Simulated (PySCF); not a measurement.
**Dipole moment and polarisability of `C=C/N=C\C(=O)O`**

C4H5NO2.
Structure used (GFN2-xTB), in Å, numbered top down from 1:
```
atom  x, y, z in Å
C1    -2.168    0.460   -1.247
C2    -0.911    0.153   -0.928
N3    -0.663   -0.855   -0.035
C4     0.350   -0.937    0.720
C5     1.435    0.070    0.885
O6     1.483    1.160    0.371
O7     2.392   -0.387    1.705
H8    -2.995   -0.032   -0.765
H9    -2.392    1.242   -1.951
H10   -0.073    0.674   -1.382
H11    0.449   -1.823    1.336
H12    3.096    0.274    1.809
```

Level: B3LYP/def2-SVPD (PySCF), static field, nuclei fixed, core orbitals frozen in the response. The polarisability tensor in these axes (au):

```
x    93.72  -5.79  29.87
y    -5.79  57.43 -12.37
z    29.87 -12.37  64.97
```

Give the principal values, the mean and the anisotropy Δα = √{½[(α1 − α2)² + (α2 − α3)² + (α1 − α3)²]}.

Principal values 42.13, 59.17 and 114.82 au; mean 72.04 au = 10.68 Å³ = 11.88 × 10⁻⁴⁰ C²·m²/J; Δα = 65.85 au (91 % of the mean).

What is the dipole moment, and where does it point?

(0.93, -0.12, 0.58) D, 1.10 D in size, pointing from the negative to the positive side. Measured along this direction, the outermost atoms are H9 at the negative end and H12 at the positive end.

Rayleigh depolarisation ratio (linearly polarised light, static tensor)?

ρ = 3Δα²/(45ᾱ² + 4Δα²) = 13007.3/(233536 + 17343.1) = 0.0518.

Directions of the eigenvectors, and the extent of the frame along each?

Largest value along (0.82, -0.20, 0.54), where the nuclei span 6.71 Å; middle along (0.41, 0.85, -0.31), 3.28 Å; least along (-0.40, 0.48, 0.78), 1.31 Å. The response follows the extents in order.

How large is μ²/3kT at 350 K beside α?

In Gaussian units μ²/3kT = 8.37 Å³ against 10.68 Å³, a ratio of 0.78; the Debye molar polarisation (4π/3)N_A(α + μ²/3kT) is 48.0 cm³/mol, leaving out the vibrational part.

Isolated species at its GFN2-xTB geometry (one conformer only).
